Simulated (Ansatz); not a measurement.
System: CH6BN2 (charge 0, doublet). It need not be the lowest isomer of its formula. SMILES: [CH2]B(N)N
Coordinates optimised at B3LYP-D3(BJ)/def2-TZVP (Ansatz, a program for electronic structure):
```xyz
10

C     -0.7658    -1.3063    -0.3274
B     -0.0033    -0.0056    -0.0014
N     -0.6367     1.0067     0.7725
N      1.3261     0.1694    -0.4778
H     -1.7800    -1.4968     0.0076
H     -0.3360    -2.1128    -0.9122
H     -0.2063     1.8789     1.0254
H     -1.5731     0.9070     1.1198
H      1.7945    -0.5294    -1.0252
H      1.8859     0.9864    -0.3073
```
Charge 0, spin multiplicity 2.

Computed values are from Ansatz. Cores are frozen in the correlated levels unless marked. UHF or UKS for open shells. No spin-orbit coupling. Non-relativistic. CBS(X,Y): correlation extrapolated as X^-3; Hartree-Fock from the larger set.

The atomisation energy De is 3777.0 kJ/mol at CCSD(T)/CBS(aug-cc-pVTZ,aug-cc-pVQZ), the total energy is -175.8896 Eh at CCSD(T)/CBS(aug-cc-pVTZ,aug-cc-pVQZ) and the dipole moment comes out as 0.97 D at CCSD(T)/aug-cc-pVDZ. The T1 diagnostic is 0.013 at CCSD/aug-cc-pVQZ.
